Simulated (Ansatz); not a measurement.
Cartesian coordinates (Å):
SMILES: NB1B=B1
```xyz
6

N     -0.9977     0.0331    -0.0165
B      0.3917    -0.0130     0.0065
B      1.8197    -0.6982     0.4277
B      1.8750     0.5758    -0.3667
H     -1.5473    -0.3953    -0.7424
H     -1.5414     0.4976     0.6914
```
Charge 0, multiplicity 1.

Calculation: frozen-core CCSD(T)/cc-pVTZ // B3LYP-D3(BJ)/def2-TZVP run with Ansatz (a program for electronic structure). The restricted HF reference is unstable towards unrestricted orbitals.

* **HF energy**: -129.50234 Ha
* **MP2 correlation energy**: -0.51948 Ha

### Question
Estimate the CCSD correlation energy, the (T) correction, the total energy and the T1 diagnostic.

### Answer

| Quantity | Value |
|---|---|
| CCSD correlation energy | -0.53117 Ha |
| (T) correction | -0.03843 Ha |
| CCSD(T) total energy | -130.07194 Ha |
| T1 diagnostic | 0.025 |
